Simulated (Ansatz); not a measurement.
Steps of a relaxation of F$_{3}$H$_{5}$InNSi, SMILES `[F][In-]([F])([F])[NH2+][SiH3]` with RKS PBE0-D4/def2-TZVP.

```sh
$ ansatz run in.yaml --threads 4 --pin off --events-out ev --progress --plain --max-ram 11315MiB
```

```yaml
crystal:
  periodic: [false, false, false]
  atoms:
    - {symbol: F, position_ang: [-2.450205, -1.944255, -0.199837]}
    - {symbol: In, position_ang: [-0.483768, -1.790351, -0.092192]}
    - {symbol: F, position_ang: [0.310019, -1.301198, 1.675295]}
    - {symbol: F, position_ang: [0.660760, -2.766866, -1.372298]}
    - {symbol: N, position_ang: [-0.155004, 0.385656, -0.751797]}
    - {symbol: Si, position_ang: [0.571734, 1.357122, 0.629655]}
    - {symbol: H, position_ang: [-1.065974, 0.758697, -1.060177]}
    - {symbol: H, position_ang: [0.453381, 0.367390, -1.584704]}
    - {symbol: H, position_ang: [1.915957, 0.780040, 0.912981]}
    - {symbol: H, position_ang: [0.720338, 2.764241, 0.114696]}
    - {symbol: H, position_ang: [-0.411937, 1.332625, 1.748677]}
basis:
  gaussian: {orbitals: def2-TZVP}
hamiltonian: {xc: pbe0, dispersion: d4}
relax: {f_tol: 0.005, max_steps: 150}
```

Positions (Å) and forces (eV/Å) along the path, 9 of 9 steps:

```xyz
11
step=1 energy=-22769.1383 eV
F    -2.450   -1.944   -0.200    0.708    0.031    0.042
In   -0.484   -1.790   -0.092    0.053    0.195    0.003
F     0.310   -1.301    1.675   -0.293   -0.249   -0.606
F     0.661   -2.767   -1.372   -0.419    0.329    0.468
N    -0.155    0.386   -0.752   -0.032    0.069   -0.145
Si    0.572    1.357    0.630   -0.108   -0.013   -0.290
H    -1.066    0.759   -1.060    0.556   -0.192    0.206
H     0.453    0.367   -1.585   -0.347    0.042    0.517
H     1.916    0.780    0.913   -0.307    0.111   -0.057
H     0.720    2.764    0.115   -0.033   -0.311    0.108
H    -0.412    1.333    1.749    0.222   -0.012   -0.247
11
step=2 energy=-22769.2107 eV
F    -2.411   -1.925   -0.206    0.012    0.000   -0.008
In   -0.477   -1.756   -0.101    0.020   -0.064    0.097
F     0.295   -1.332    1.655   -0.027   -0.067   -0.024
F     0.642   -2.733   -1.355   -0.012    0.007    0.002
N    -0.153    0.369   -0.732    0.062    0.277   -0.028
Si    0.568    1.361    0.618   -0.079   -0.086   -0.163
H    -1.054    0.739   -1.037    0.126   -0.037    0.050
H     0.448    0.353   -1.557   -0.075    0.017    0.119
H     1.897    0.784    0.905   -0.064    0.034   -0.005
H     0.713    2.751    0.100   -0.017   -0.090    0.009
H    -0.402    1.332    1.730    0.055    0.008   -0.047
11
step=3 energy=-22769.2164 eV
F    -2.405   -1.923   -0.207   -0.025    0.010   -0.010
In   -0.473   -1.756   -0.091    0.015   -0.039    0.060
F     0.290   -1.379    1.676   -0.017   -0.014   -0.034
F     0.640   -2.728   -1.352    0.014   -0.001   -0.024
N    -0.152    0.378   -0.734    0.058    0.098    0.093
Si    0.566    1.362    0.610   -0.046    0.006   -0.134
H    -1.049    0.751   -1.036   -0.014   -0.020    0.011
H     0.447    0.368   -1.555    0.005   -0.024    0.004
H     1.891    0.789    0.900    0.003   -0.013    0.013
H     0.708    2.745    0.086    0.006    0.008    0.008
H    -0.399    1.337    1.722    0.001   -0.011    0.014
11
step=4 energy=-22769.2190 eV
F    -2.408   -1.918   -0.220   -0.013    0.010   -0.012
In   -0.475   -1.769   -0.088    0.024    0.009    0.054
F     0.283   -1.415    1.683   -0.010   -0.016   -0.013
F     0.639   -2.723   -1.363    0.006    0.006   -0.018
N    -0.148    0.376   -0.720    0.025    0.018    0.056
Si    0.568    1.378    0.603   -0.020   -0.020   -0.039
H    -1.048    0.740   -1.021   -0.059   -0.001   -0.017
H     0.447    0.359   -1.543    0.028   -0.023   -0.049
H     1.890    0.805    0.900    0.032   -0.014    0.014
H     0.708    2.757    0.072    0.005    0.029   -0.009
H    -0.390    1.353    1.719   -0.018    0.000    0.033
11
step=5 energy=-22769.2209 eV
F    -2.406   -1.893   -0.237    0.004    0.000   -0.002
In   -0.471   -1.777   -0.075    0.018    0.029    0.027
F     0.277   -1.463    1.706   -0.013   -0.014   -0.025
F     0.643   -2.697   -1.377   -0.003    0.002    0.001
N    -0.148    0.371   -0.711    0.007    0.008    0.015
Si    0.568    1.389    0.593    0.001    0.003    0.006
H    -1.053    0.722   -1.012   -0.032   -0.010   -0.012
H     0.443    0.343   -1.538    0.010   -0.020   -0.029
H     1.890    0.817    0.898    0.020   -0.010    0.006
H     0.707    2.766    0.057    0.002    0.013   -0.006
H    -0.384    1.366    1.717   -0.013    0.000    0.018
11
step=6 energy=-22769.2214 eV
F    -2.403   -1.883   -0.248    0.016    0.006   -0.002
In   -0.468   -1.776   -0.069    0.004   -0.010    0.019
F     0.269   -1.504    1.721   -0.008    0.003   -0.023
F     0.644   -2.684   -1.382   -0.008    0.013    0.008
N    -0.148    0.371   -0.707   -0.005    0.011   -0.019
Si    0.570    1.399    0.588    0.004    0.004    0.014
H    -1.059    0.710   -1.007    0.015   -0.010    0.002
H     0.439    0.331   -1.537   -0.014   -0.003    0.010
H     1.892    0.825    0.897   -0.005   -0.001   -0.004
H     0.709    2.776    0.048   -0.002   -0.011    0.001
H    -0.380    1.377    1.716    0.001   -0.001   -0.006
11
step=7 energy=-22769.2215 eV
F    -2.401   -1.873   -0.251   -0.003   -0.005    0.002
In   -0.467   -1.776   -0.065    0.001    0.007   -0.003
F     0.269   -1.501    1.724   -0.001   -0.003    0.000
F     0.648   -2.672   -1.383    0.002   -0.006    0.001
N    -0.149    0.369   -0.706    0.000    0.013   -0.006
Si    0.569    1.397    0.588   -0.001   -0.001    0.001
H    -1.061    0.705   -1.006    0.005   -0.005    0.001
H     0.436    0.327   -1.538   -0.005   -0.002    0.004
H     1.892    0.821    0.895   -0.001    0.001   -0.001
H     0.709    2.772    0.046    0.002    0.000    0.004
H    -0.380    1.375    1.716    0.001    0.001   -0.002
11
step=8 energy=-22769.2215 eV
F    -2.400   -1.880   -0.251    0.000   -0.001    0.000
In   -0.466   -1.775   -0.067    0.001    0.005    0.001
F     0.268   -1.497    1.723   -0.001    0.000   -0.001
F     0.652   -2.675   -1.379    0.000    0.000   -0.001
N    -0.151    0.372   -0.708   -0.002   -0.015    0.006
Si    0.570    1.396    0.588    0.004    0.001    0.004
H    -1.064    0.707   -1.005    0.000    0.004   -0.002
H     0.433    0.330   -1.540    0.000    0.004   -0.003
H     1.890    0.816    0.895   -0.002    0.001   -0.002
H     0.715    2.772    0.050    0.000    0.000   -0.001
H    -0.380    1.376    1.715    0.000    0.000   -0.002
11
step=9 energy=-22769.2215 eV
F    -2.400   -1.883   -0.253    0.000    0.000    0.000
In   -0.466   -1.775   -0.066   -0.001   -0.003   -0.001
F     0.266   -1.496    1.724    0.000    0.000    0.000
F     0.653   -2.674   -1.378    0.000    0.000    0.000
N    -0.152    0.372   -0.707    0.001    0.004   -0.002
Si    0.571    1.396    0.588   -0.001   -0.002    0.002
H    -1.065    0.709   -1.003   -0.002    0.000    0.000
H     0.431    0.332   -1.540    0.000   -0.001   -0.001
H     1.890    0.814    0.894    0.001    0.000    0.001
H     0.717    2.772    0.049    0.000   -0.001   -0.001
H    -0.379    1.377    1.715    0.001    0.001    0.001
```

Run time 120 s (4 threads of an Intel Xeon on a shared host); peak host memory 0.81 GiB.
